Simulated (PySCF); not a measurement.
## Correlation energy of S²⁺ (sulfur, charge +2)

[Ne] 3s1 3p2 4s1, high-spin 5P determinant (an excited configuration). All numbers are calculated (PySCF 2.14, no relativity, point nucleus, in dyall-acv3z). Frozen: [Ne]; 4 electrons correlated; the 23 highest virtual orbitals of each spin left out.

MP2 pair energies summed by pair of shells (mhartree):

| pair | energy | share (%) |
| --- | --- | --- |
| 3p-4s | -7.99 | 37.5 |
| 3p-3p | -7.45 | 35.0 |
| 3s-3p | -4.19 | 19.7 |
| 3s-4s | -1.67 | 7.8 |

Total MP2 correlation energy: -21.30 mhartree.

Same-spin part -21.30 and opposite-spin part 0.00 mhartree; SCS-MP2 scales them by 1/3 and 6/5 to -7.10 mhartree.
